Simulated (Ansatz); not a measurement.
Computed with Ansatz on PBE0-D4/def2-TZVP structures; ΔE is electronic, products minus reactants. CCSD(T)/CBS adds triple-zeta CCSD(T) − MP2 to the extrapolated MP2 energy (def2 sets, frozen cores). This one scheme is used for every species. DFT in def2-TZVPP. For Br, Ge outer-core shells are correlated without core-valence functions, which leaves a few kJ/mol of doubt a bond. Scalar relativity is left out up to krypton.

Reaction (formal exchange of groups at a C–F bond): `F[CH]([GeH3])Br` + BH₃ → `B[CH]([GeH3])Br` + H–F

```tsv
level	ΔE (kcal/mol)
PBE0-D4	-30.9
B2PLYP	-28.5
PBE	-28.7
r2SCAN	-28.8
PBE0	-29.9
SCS-MP2/def2-TZVPP	-30.7
HF/def2-QZVPP	-23.7
HF/CBS(def2)	-23.7
```

(1) What does CCSD(T)/CBS give? (An estimate is asked.)

Largest T1 diagnostic among the species: 0.011.

## Answers

(1) Computed: -32.2 kcal/mol. The listed levels differ from it by 1.3, 3.7, 3.5, 3.4, 2.3, 1.5, 8.5, 8.5 kcal/mol.

The D4 term adds −1.9 kcal/mol with B3LYP and −1.0 kcal/mol with PBE0; it sums over pairs of atoms, weighted by their polarisabilities, and B3LYP, whose exchange is more repulsive, gets the larger term. In def2-TZVPP, CCSD(T) changes the Hartree–Fock value by −7.3 kcal/mol (the triples alone add −0.6 kcal/mol) and MP2 by −10.3 kcal/mol. From PBE to PBE0 (25 % exact exchange), in def2-TZVPP and without D4, ΔE moves by −1.2 kcal/mol.

B3LYP here is the variant with VWN-RPA as its local correlation; programs differ in this.
